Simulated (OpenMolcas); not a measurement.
## B II: RASPT2 settings compared

| Item | Value |
| --- | --- |
| Program | OpenMolcas |
| Basis | ANO-L-VDZP [3s2p1d] |
| Scalar Hamiltonian | non-relativistic, point nucleus |
| Active space | 2 electrons in 9 orbitals (RAS2 2s 2p; RAS3 3d, at most 2 electrons) |
| State averaging | 2S+1 = 3 even, 3 roots (0 in the spin-orbit step); 2S+1 = 1 even, 1 root kept (CI in the orbitals of an earlier block); 2S+1 = 3 odd, 3 roots; 2S+1 = 1 odd, 3 roots kept (CI in the orbitals of an earlier block) |
| Spin-orbit coupling | RASSI with atomic mean-field integrals over the reference wave functions, term energies averaged over their components |

Methods on the same reference wave functions:
A. RASSCF
B. SS-RASPT2, IPEA 0.75 Eh, no level shift (closed shells correlated: 1s)
C. SS-RASPT2, IPEA 0.75 Eh, imaginary shift 0.05 Eh (closed shells correlated: none)
D. XMS-RASPT2, IPEA 0.75 Eh, real shift 0.05 Eh (closed shells correlated: 1s)

Energies in cm-1 above 2s2 1S0, the measured ground level; measured values from NIST Handbook of Basic Atomic Spectroscopic Data.

| Level | A | B | C | D | Measured |
| --- | --- | --- | --- | --- | --- |
| 2s2 1S0 | 0.0 | 0.0 | 0.0 | 0.0 | 0.0 |
| 2s 2p 3P* 0 | 34771 | 37461 | 37443 | 37443 | 37336 |
| 2s 2p 3P* 1 | 34777 | 37467 | 37449 | 37449 | 37342 |
| 2s 2p 3P* 2 | 34789 | 37479 | 37461 | 37461 | 37358 |
| 2s 2p 1P* 1 | 74173 | 75963 | 76022 | 75625 | 73397 |

Deviations, from unrounded energies. A percentage is the sum of absolute deviations over the sum of measured energies, with the sign that they share, or ± where signs differ.

```
           Against measurement  Levels     A     B     C     D
mean absolute deviation (cm-1)       4  2100   730   740   640
      other configurations (%)       4  ±4.6  +1.6  +1.6  +1.4
```

D lies closest to measurement on these levels and A furthest from it. The largest miss of D in the table is 2s 2p 1P* 1, by +2200 cm-1. The ranking rests on the paired levels alone, and a cruder setting can come out closer through cancelling errors.

Among B to D the level of the table that moves most is 2s 2p 1P* 1, by 400 cm-1 (lowest in D, highest in C).

The lowest spin-free term lies below A's lowest term by 0.013 hartree in B, 0.012 hartree in C, 0.013 hartree in D.

Terms from blocks run as CI alone lack orbitals of their own. Active for correlation alone: 3d; no level in the range computed is led by a configuration that fills it, so any true level of that kind is missing. Without dynamic correlation excited terms often stand tens of per cent too high (terms of higher spin than the ground term too low), and those without a measured partner can miss by more than the paired ones (holds for A). Measured partners are found by configuration, term and J. A level has none where our copy of the source lacks it or the pairing is in doubt (some pairs that miss far off the trend of their configuration count as doubtful), and it then counts in no deviation. Only configurations of the active space appear.

* marks odd parity.
